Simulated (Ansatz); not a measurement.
C5H4, SMILES `C#CC#CC` (charge 0, multiplicity 1).

Cartesian coordinates (Å):
SMILES: C#CC#CC
```xyz
9

C      2.9829    -0.7078    -0.9671
C      1.8487    -0.4387    -0.6590
C      0.5664    -0.1344    -0.3107
C     -0.5694     0.1351    -0.0023
C     -1.9287     0.4577     0.3669
H      3.9838    -0.9454    -1.2389
H     -2.5371    -0.4475     0.4399
H     -1.9589     0.9654     1.3344
H     -2.3877     1.1156    -0.3756
```
Charge 0, multiplicity 1.

Frozen-core energies in 6-31g from Ansatz (a quantum-chemistry and plane-wave program) at a geometry from PBE0-D3(BJ)/def2-TZVP; the HF reference has <S^2> = 0.00 (restricted, and unstable towards unrestricted orbitals) and the T1 diagnostic is 0.011.

```tsv
level	energy (Ha)
HF	-191.47892
MP2	-191.92108
CCSD	-191.95001
```

Q: Estimate the energies of CCSD(T), CCSDT and CCSDT(Q), and give each level's difference from CCSDT(Q).

A: 
```csv
level,energy (Ha),difference from CCSDT(Q) (mHa)
MP2,-191.92108,48.12
CCSD,-191.95001,19.20
CCSD(T),-191.96668,2.52
CCSDT,-191.96694,2.26
CCSDT(Q),-191.96921,0.00
```
